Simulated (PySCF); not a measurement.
Several molecules and their computed UV-vis stick spectra, shuffled. The calculation used TDDFT PBE0/def2-SVPD, vertical, gas phase, core orbitals frozen in the response in PySCF 2.14.0, density-fitted response routines. Geometries: PBE0-D3(BJ)/def2-SVP; one conformer of each isolated species. Triplets are in the Tamm–Dancoff approximation. Relativistic effects are left out although some hold elements past zinc. Ions are computed without counter-ions or solvent.

A. `[Si@@H]1(CCC[SiH2]1)C1CC1`
B. `CC(C)[O][V](=[O])([Cl])[Cl]`
C. `Cl[Si](Cl)(Cl)Br`
D. `ClCCC[SiH2][PH3+]`

Lowest singlet levels (six at most, fewer where fewer were computed) with oscillator strengths:

1. 193 nm (f 0.012 summed over 2 states); 179 nm (f 0.000); 165 nm (f 0.050 summed over 2 states); 162 nm (f 0.063); 159 nm (f 0.001); 159 nm (f 0.014 summed over 2 states) [of 10 roots; the last level is left out, as the window may have cut its degenerate partner]; T1 5.98 eV
2. 191 nm (f 0.000); 189 nm (f 0.002); 181 nm (f 0.002); 181 nm (f 0.014); 177 nm (f 0.004); 176 nm (f 0.058); T1 6.29 eV
3. 201 nm (f 0.025); 194 nm (f 0.039); 177 nm (f 0.098); 174 nm (f 0.019); 174 nm (f 0.016); 171 nm (f 0.026); T1 5.49 eV
4. 313 nm (f 0.000); 302 nm (f 0.001); 301 nm (f 0.006); 291 nm (f 0.001); 286 nm (f 0.033); 281 nm (f 0.014); T1 3.71 eV

**Question.** Match each spectrum to its molecule.

**Answer.** 1 = C, 2 = D, 3 = A, 4 = B.
- A: S1 at 6.17 eV, HOMO→LUMO (82%), HOMO→LUMO+1 (14%); Löwdin shares by element: HOMO silicon 52%, carbon 22% or more (atoms not listed hold the other 26%); LUMO silicon 37%, carbon 8% or more, hydrogen 8% or more (atoms not listed hold the other 48%); HOMO -7.19 and LUMO 0.18 eV.
- B: S1 at 3.96 eV, HOMO-1→LUMO (75%), HOMO→LUMO (24%); for S1 the Löwdin share of vanadium is at most 4% in HOMO-1 and 68% in LUMO (ligand-to-metal charge transfer by this measure); HOMO -9.08 and LUMO -3.57 eV; point group Cs, 1 of its 6 listed states under f = 0.0005.
- C: S1 at 6.42 eV, HOMO-1/HOMO→LUMO (98%); Löwdin shares by element: HOMO (one of a set within 0.03 eV) bromine 70%, chlorine 26% or more; LUMO chlorine 33% or more, bromine 29%, silicon 20% (atoms not listed hold the other 17%); HOMO -9.17 and LUMO -1.36 eV; point group C3v, 1 of its 9 listed states under f = 0.0005.
- D: S1 at 6.48 eV, HOMO→LUMO (70%), HOMO-1→LUMO (28%); Löwdin shares by element: HOMO (one of a set within 0.03 eV) chlorine 63%, carbon 17% or more, silicon 5%; LUMO phosphorus 45%, hydrogen 19% or more, silicon 18% (atoms not listed hold the other 18%); HOMO -12.66 and LUMO -5.09 eV.
C and D have S1 within 0.06 eV of each other; their strongest listed levels stand at 7.66 eV (f 0.063) and 7.06 eV (f 0.058).

A slash joins orbitals within 0.01 eV of each other, whose weights are summed (≥ marks a lower bound).
